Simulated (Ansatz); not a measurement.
Isolated molecules relaxed with PBE0-D4/def2-TZVP in Ansatz; ΔE leaves out vibrations. CCSD(T)/CBS is the MP2 limit (def2-TZVPP, def2-QZVPP) plus CCSD(T) − MP2 in def2-TZVPP, frozen cores. This one scheme is used for every species. Each species was taken in one conformer, which may not be the lowest.

Reaction (formal exchange of groups at the Si–O bond): `BO[SiH](S)Cl` + silanol → `O[SiH2][SiH](S)Cl` + `BO`

```csv
species,CCSD(T)/CBS(def2) energy (Eh)
`BO[SiH](S)Cl`,-1249.16746
`O[SiH3]`,-366.69042
`O[SiH2][SiH](S)Cl`,-1514.01709
`BO`,-101.80414
```

(1) Work out ΔE.

Largest T1 diagnostic among the species: 0.014.

Answers

(1) ΔE = (-1514.01709) + (-101.80414) − (-1249.16746) − (-366.69042) = 0.03665 Eh = +96.2 kJ/mol.

In def2-TZVPP, CCSD(T) changes the Hartree–Fock value by −27.9 kJ/mol (the triples alone add −4.3 kJ/mol) and MP2 by −22.0 kJ/mol. The D4 term adds −4.1 kJ/mol with B3LYP and −2.5 kJ/mol with PBE0; it sums over pairs of atoms, weighted by their polarisabilities, and B3LYP, whose exchange is more repulsive, gets the larger term.

B3LYP here is the variant with VWN-RPA as its local correlation; programs differ in this.
